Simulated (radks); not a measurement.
Results of a calculation; reference values are marked as such.
Co13+, 14 electrons, occupied as [Ne] 3s2 3p2 (the NIST ground configuration).

Code: a radial shooting solver on a logarithmic mesh with Libxc functionals. Model: non-relativistic Kohn-Sham, Slater X-alpha with alpha = 0.708, spin-polarised, spherical densities, point nucleus; open shells are filled with parallel spins first.

Energy parts (hartree):
part                   energy
total             -1305.60934
kinetic            1305.60934
electron-nucleus  -2894.13960
Hartree             328.71407
exchange            -45.79314

Orbitals (lengths in bohr, moments of r in powers of bohr; r(max) is where P^2 peaks):
orbital  occ.  eigenvalue (hartree)      <r>   r(max)     <r^2>
1s up       1             -290.9580  0.05697  0.03754  0.004349
1s down     1             -290.8881  0.05696  0.03754  0.004348
2s up       1             -46.92007   0.2568   0.2154   0.07760
2s down     1             -46.84547   0.2565   0.2155   0.07736
2p up       3             -42.81046   0.2238   0.1721   0.06126
2p down     3             -42.72314   0.2236   0.1723   0.06111
3s up       1             -15.71180   0.6704   0.6218    0.5106
3s down     1             -15.41245   0.6726   0.6220    0.5143
3p up       2             -14.41148   0.6617   0.6075    0.5039
3p down     0             -14.11419   0.6641   0.6074    0.5081

The highest occupied level is 3p up at -392.16 eV. Virial ratio -V/T = 2.00000. Summed over all electrons, <r^2> = 2.564 bohr^2, which gives a Langevin (diamagnetic) susceptibility term of -2.03 x 10^-6 cm^3/mol. The spin density at the nucleus is -1.159 e/bohr^3 (1s -1.494, 2s -0.597, 3s 0.932), a Fermi contact field of -60.8 T. For comparison, the ionisation energy in NIST's Atomic Spectra Database is 410 eV (semi-empirical). In exact Kohn-Sham theory the highest level is minus the ionisation energy, but local and semilocal functionals leave it too shallow, through self-interaction and a potential that decays too fast; potentials with the right tail come closer. The electron density at the nucleus is 1.342e+04 e/bohr^3.
